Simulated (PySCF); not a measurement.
## Two-component Hartree-Fock for Cd⁺ (cadmium, charge +1)

Start: [Kr] 4d10 5d1; 5d5/2 filled at m_j = +5/2. Calculated with PySCF 2.14 in x2c-TZVPall-2c with one added diffuse shell each of s, p, d type (9s10p8d1f, 86 functions): generalised Hartree-Fock with the X2C-1e Hamiltonian and a Gaussian nucleus; one run each with spin-orbit coupling (SO) switched off, then screened by Boettger's factors. This is a chosen level, not necessarily the ground level.

```tsv
spinor shell	electrons	ε, spin-free (eV)	ε, screened SO (eV)	weight of nominal j (screened SO)	rms radius, screened SO (bohr)
1s1/2	2	-26859.5	-26857.3	1.000	0.0348
2s1/2	2	-4087.1	-4086.5	1.000	0.142
2p1/2	2	-3661.6	-3794.9	1.000	0.124
2p3/2	4	-3661.6	-3600.4	1.000	0.128
3s1/2	2	-810.53	-810.39	1.000	0.381
3p1/2	2	-667.52	-692.15	1.000	0.375
3p3/2	4	-667.52	-656.17	1.000	0.386
3d3/2	4	-444.26	-448.51	1.000	0.362
3d5/2	6	-444.26	-441.31	1.000	0.365
4s1/2	2	-142.20	-142.19	1.000	0.944
4p1/2	2	-98.139	-102.37	1.000	1.01
4p3/2	4	-98.139	-96.211	1.000	1.04
4d3/2	4	-32.895	-33.385	0.999	1.34
4d5/2	6	-32.895	-32.581	1.000	1.36
5d5/2	1	-5.588	-5.581	1.000	6.32
```

| quantity | spin-free | screened SO |
| --- | --- | --- |
| E (hartree) | -5590.13907 | -5591.26345 |
| M_J | 5/2 | 5/2 |
| ⟨J²⟩ | 8.750 | 8.750 |
| ⟨L²⟩ | 6.000 | 6.016 |
| ⟨S²⟩ | 0.750 | 0.766 |

Breit and QED terms are absent; they matter most for the inner s and p1/2 levels.

Densities and radii are taken from the X2C orbitals without a picture-change correction, which distorts them close to the nucleus.

Without spin-orbit coupling the j labels of p, d and f shells carry no meaning; the spin-free column gives the mean over the occupied spinors of each nl shell.
